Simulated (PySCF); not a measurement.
# Simulated absorption spectrum

Species: C₅H₇FO₂.
InChI=1S/C5H7FO2/c6-2-1-4-3-5(7)8-4/h4H,1-3H2/t4-/m0/s1

Theory: TDDFT B3LYP/def2-SVPD, vertical, gas phase, core orbitals frozen in the response in PySCF 2.14.0, density-fitted response routines. The structure is a single PBE0-D3(BJ)/def2-SVP conformer in the gas phase; no vibrational or solvent corrections. Torsions of this conformer, `[O:1]=[C:2]1[CH2:3][C@H:4]([CH2:5][CH2:6][F:7])[O:8]1`: C3–C4–C5–C6 76°, C4–C5–C6–F7 -61°.

Broadening: Gaussians 0.4 eV wide at half height, area fixed by f = 4.319×10⁻⁹ ∫ε dν̃. The width is an assumption, not a result. The curve ends short of the highest state used, and states not computed would add to its high-energy end.

E (eV), ε (L mol⁻¹ cm⁻¹) and a bar:
```
     5.32          0 
     5.39          0 
     5.46          1 
     5.54          3 
     5.61          6 
     5.68         12 
     5.75         19 
     5.82         27 #
     5.89         32 #
     5.96         32 #
     6.04         25 
     6.11         18 
     6.18         10 
     6.25          5 
     6.32          2 
     6.39          1 
     6.46          0 
     6.54          0 
     6.61          0 
     6.68          0 
     6.75          1 
     6.82          3 
     6.89         12 
     6.96         38 #
     7.04        116 ##
     7.11        256 #####
     7.18        487 #########
     7.25        807 ###############
     7.32       1187 ######################
     7.39       1603 ##############################
```

(1) Where are the band maxima, and which computed states make them?

(2) Coming from long wavelengths, where does ε first pass 100 L mol⁻¹ cm⁻¹?

(3) On this curve, what absorbance would a 10⁻⁴ mol/L sample give at 222 nm over a 1 cm path?

Answers

(1) 209 nm (5.92 eV), ε about 32, made up of S1 (100%) (ε in L mol⁻¹ cm⁻¹; maxima over ε = 5, shares over 10%). At its high-energy end, 7.39 eV, the curve is still rising (ε about 1600, from S2 and S3). The states used: S1 5.92 eV (f 0.0005); S2 7.39 eV (f 0.015); S3 7.65 eV (f 0.025); S4 7.86 eV (f 0.050); S5 7.96 eV (f 0.011); S6 7.99 eV (f 0.028).

(2) At about 176 nm (7.03 eV), 1.11 eV above S1.

(3) 222 nm is 5.585 eV, where ε is about 4.5 L mol⁻¹ cm⁻¹, so A = ε c l ≈ 0.00045 (Beer–Lambert, with the gas-phase spectrum and the assumed width).
